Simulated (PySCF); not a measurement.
## Electron correlation in Cr²⁺ (chromium, charge +2)

[Ar] 3d3 4s1, high-spin 5F determinant (an excited configuration). Calculation: PySCF 2.14, in ANO-RCC-VTZP (6s5p3d2f1g, 59 functions); the spin-free X2C one-electron Hamiltonian (Gaussian nucleus). Frozen: [Ar]; 4 electrons correlated.

MP2 pair energies summed by pair of shells (mhartree):

```csv
pair,energy,share (%)
3d-3d,-18.29,68.7
3d-4s,-8.35,31.3
```

Total MP2 correlation energy: -26.65 mhartree.

Same-spin part -26.65 and opposite-spin part 0.00 mhartree; SCS-MP2 scales them by 1/3 and 6/5 to -8.88 mhartree.
